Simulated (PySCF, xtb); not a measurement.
C5H5F, SMILES [C@@H](C=C)(C#C)F. One conformer was computed; it need not be the lowest.

Harmonic wavenumbers (cm⁻¹) from xtb with GFN2-xTB at its own minimum, in rising order: 66, 151, 213, 257, 396, 491, 559, 628, 682, 686, 878, 909, 975, 1015, 1029, 1095, 1208, 1258, 1272, 1402, 1713, 2283, 2838, 3071, 3111, 3139, 3394.

Task: What does PySCF with PBE-D3(BJ)/def2-SVP give at its own minimum? (An estimate is asked for; the answer gives what the named calculation found.)

Result: 89, 164, 241, 273, 433, 513, 578, 639, 667, 696, 875, 911, 964, 979, 1006, 1103, 1236, 1258, 1285, 1361, 1675, 2166, 2916, 3087, 3106, 3192, 3406. Paired by order, the mean absolute difference is 25 cm⁻¹ and the zero-point energies are 49.6 and 49.8 kcal/mol.
